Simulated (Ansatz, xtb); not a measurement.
C5H8O2: which of two isomers lies lower

We compare I, `C[C@@]1(C=O)CCO1`, a singlet, with II, `C[C@@H]1C[C@H](C=O)O1`, a singlet. Both are isolated molecules in the gas phase, relaxed with r2SCAN-D4/def2-SVP; each stands in its lowest conformer found.

Quicker runs give these differences E(II) − E(I): GFN2-xTB +0.003 eV; HF/STO-3G +0.001 eV (at GFN2-xTB geometries); r2SCAN-D4/def2-SVP//GFN2-xTB +0.013 eV.

Q: Estimate E(II) − E(I) at the level CCSD(T)/def2-SVP + ΔMP2/def2-TZVPP.

A: CCSD(T)/def2-SVP + ΔMP2/def2-TZVPP gives E(II) − E(I) = +0.026 eV, slightly favouring structure I, which is too small a margin to settle the true order.

The same difference at several levels:

| level | geometry | E(II) − E(I) (eV) | departure from the last row (eV) | job, with rough time for the two |
| --- | --- | --- | --- | --- |
| GFN2-xTB | GFN2-xTB | +0.003 | −0.023 | optimisation, 4 s |
| HF/STO-3G | GFN2-xTB | +0.001 | −0.025 | single point, 4.2 s |
| r2SCAN-D4/def2-SVP//GFN2-xTB | GFN2-xTB | +0.013 | −0.013 | single point, 18 s |
| r2SCAN-D4/def2-SVP | r2SCAN-D4/def2-SVP | +0.024 | −0.002 | optimisation, 9.3 min |
| HF/def2-SVP | r2SCAN-D4/def2-SVP | −0.039 | −0.065 | part of the CCSD(T) run |
| MP2/def2-SVP | r2SCAN-D4/def2-SVP | +0.043 | +0.017 | part of the CCSD(T) run |
| CCSD(T)/def2-SVP | r2SCAN-D4/def2-SVP | +0.030 | +0.004 | single point |
| CCSD(T)/def2-SVP + ΔMP2/def2-TZVPP | r2SCAN-D4/def2-SVP | +0.026 |  | single point, 5.1 min |

As drawn, both hold the same kinds of bond in the same numbers.

The largest departure from CCSD(T)/def2-SVP + ΔMP2/def2-TZVPP is that of HF/def2-SVP, 0.065 eV. A small imaginary or near-zero mode remains, so no thermal terms are given. The last row adds to CCSD(T) the change of the MP2 difference between the two basis sets, here −0.004 eV.

The correlated steps freeze 7 core orbitals. Codes used: Ansatz 0.2.0, xtb 6.7.1; the last row on 2 threads of Intel(R) Xeon(R) Processor @ 2.50GHz (Skylake/Cascade Lake) on a shared host.
